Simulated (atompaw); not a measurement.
u(r) = r·R(r): atom against pseudo-atom (phosphorus (P))

Columns: radius, all-electron u(r) and pseudo u(r) of the 3p shell (level -5.49 eV) of phosphorus in the configuration [Ne] 3s2 3p3; PBEsol, non-relativistic, PAW (atompaw) scheme, atompaw 4.2.0.5.

| r (bohr) | all-electron | pseudo |
| --- | --- | --- |
| 0.075 | 0.0875 | -0.0041 |
| 0.150 | 0.2076 | -0.0164 |
| 0.225 | 0.2802 | -0.0364 |
| 0.300 | 0.2970 | -0.0634 |
| 0.375 | 0.2692 | -0.0966 |
| 0.450 | 0.2110 | -0.1350 |
| 0.525 | 0.1346 | -0.1773 |
| 0.600 | 0.0489 | -0.2224 |
| 0.675 | -0.0395 | -0.2690 |
| 0.750 | -0.1264 | -0.3159 |
| 0.825 | -0.2088 | -0.3621 |
| 0.900 | -0.2852 | -0.4067 |
| 0.975 | -0.3545 | -0.4487 |
| 1.050 | -0.4164 | -0.4878 |
| 1.125 | -0.4711 | -0.5233 |
| 1.200 | -0.5185 | -0.5552 |
| 1.275 | -0.5588 | -0.5833 |
| 1.350 | -0.5924 | -0.6076 |
| 1.425 | -0.6197 | -0.6282 |
| 1.500 | -0.6411 | -0.6452 |
| 1.575 | -0.6573 | -0.6588 |
| 1.650 | -0.6687 | -0.6690 |
| 1.725 | -0.6758 | -0.6759 |
| 1.800 | -0.6792 | -0.6792 |
| 1.875 | -0.6792 | -0.6792 |
| 1.950 | -0.6763 | -0.6763 |

Q: How many radial nodes do the two functions have?

A: The all-electron 3p function has n − l − 1 = 1; the pseudo-wave has 0, since the states of the same l below it are removed with the core.

Q: At about which radius was the pseudo-wave matched?

A: 1.75 bohr. The columns agree to 0.0005 from 1.65 bohr on; several derivatives are matched, so the curves merge somewhat inside the radius.

Q: Is the pseudo-wave norm-conserving?

A: No, it belongs to a PAW set: the norm inside the radius is not constrained, and the difference is carried by the augmentation charge.
